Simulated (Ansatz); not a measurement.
Isolated molecules relaxed with PBE0-D4/def2-TZVP in Ansatz; ΔE leaves out vibrations. CCSD(T)/CBS is the MP2 limit (def2-TZVPP, def2-QZVPP) plus CCSD(T) − MP2 in def2-TZVPP, frozen cores. This one scheme is used for every species. Functionals use def2-TZVPP. Each species was taken in one conformer, which may not be the lowest.

Consider the formal exchange of groups at a C–O bond: `NC(O)S[SiH3]` + SiH₄ → `NC([SiH3])S[SiH3]` + H₂O.

CCSD(T)/CBS gives -0.48 eV.

Question: Another level gave -0.42 eV. Which?
A. PBE/def2-TZVPP
B. HF/def2-TZVPP
C. MP2/def2-TZVPP
D. PBE0-D4/def2-TZVPP

Answer: D. PBE0-D4 -0.42, PBE -0.36, MP2/def2-TZVPP -0.48, HF/def2-TZVPP -0.18 eV.

Largest T1 diagnostic among the species: 0.012.

In def2-TZVPP, CCSD(T) changes the Hartree–Fock value by −0.21 eV (the triples alone add −0.02 eV) and MP2 by −0.29 eV. The D4 term adds −0.10 eV with B3LYP and −0.06 eV with PBE0; it sums over pairs of atoms, weighted by their polarisabilities, and B3LYP, whose exchange is more repulsive, gets the larger term.

B3LYP here is the variant with VWN-RPA as its local correlation; programs differ in this.
